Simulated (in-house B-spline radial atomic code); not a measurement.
## CAM-B3LYP excitations of Au+

Method: CAM-B3LYP. Computed with an all-electron radial atomic-structure program (B-spline basis): linear response of the closed shell [Xe] 4f14 5d10 with the functional's adiabatic kernel; scalar-relativistic (spin-free one-electron X2C), finite nucleus, no spin-orbit coupling, no double excitations, S, P, D and F terms only; shells from n = 3 respond. Only terms of natural parity with L up to 3 were computed.

Spin-orbit coupling is strong here, so these LS terms don't match observed levels.

Command:
```bash
python run_td.py task.json out
```
Settings (radii: box in bohr, nucleus in fm):
```
Z                        79
electrons                78
configuration            [Xe] 4f14 5d10
hamiltonian              x2c
method                   camb3lyp
box_radius               41.61
rms_radius               5.4371
intervals                74
```

Time taken, with all properties: 20 s on 1 thread of Arm Neoverse N1, with other jobs on the host.

The lowest states, in the order of their Tamm-Dancoff energies; the method's threshold (minus the highest occupied level) is 18.402 eV. Labels give the largest channel, * marks a mixed state, and oscillator strengths are full-response dipole values. Semilocal kernels can invert the small singlet-triplet splittings of Rydberg terms. Energies in eV:

| state | full response | Tamm-Dancoff | oscillator strength |
| --- | --- | --- | --- |
| 5d → 6s 3D | 1.865 | 1.923 | - |
| 5d → 6s 1D | 2.767 | 2.852 | - |
| 5d → 6p 3P | ? | ? | - |
| 5d → 6p 3F | 8.485 | 8.507 | - |
| 5d → 6p 1F | ? | ? | - |
| 5d → 6p 1P | 9.470 | 9.592 | 0.659 |
| 5d → 7s 3D | 12.827 | 12.830 | - |
| 5d → 7s 1D | 12.910 | 12.916 | - |
| 5d → 6d 3S | 13.916 | 13.922 | - |
| 5d → 6d 3D | 14.017 | 14.019 | - |
| 5d → 6d 1D | 14.084 | 14.090 | - |
| 5d → 7p 3P | 14.357 | 14.362 | - |
| 5d → 7p 3F | 14.390 | 14.393 | - |
| 5d → 7p 1F | 14.439 | 14.439 | - |
| 5d → 7p 1P | 14.536 | 14.555 | 0.0363 |
| 5d → 6d 1S | 14.600 | 14.670 | - |
| 5d → 8s 3D | 15.571 | 15.572 | - |
| 5d → 8s 1D | 15.601 | 15.603 | - |
| 5d → 5f 3P | 15.875 | 15.876 | - |
| 5d → 5f 1F | 15.892 | 15.892 | - |
| 5d → 5f 1P | 15.890 | 15.894 | 0.134 |
| 5d → 5f 3F | 15.899 | 15.899 | - |

**Question.** Where does 5d → 6p 3P lie?

**Answer.** At 8.345 eV in full response, 8.375 eV in Tamm-Dancoff.

**Question.** Where does 5d → 6p 1F lie?

**Answer.** At 8.788 eV in full response, 8.790 eV in Tamm-Dancoff.

**Question.** How large is the singlet-triplet splitting of 5d → 6s (D terms) in Tamm-Dancoff?

**Answer.** 0.929 eV, from the unrounded values.

**Question.** What polarisabilities and dispersion coefficient does the method give?

**Answer.** Dipole 13.78 bohr³, quadrupole 128.4 bohr⁵, C6 102.6 hartree·bohr⁶ for two such species.
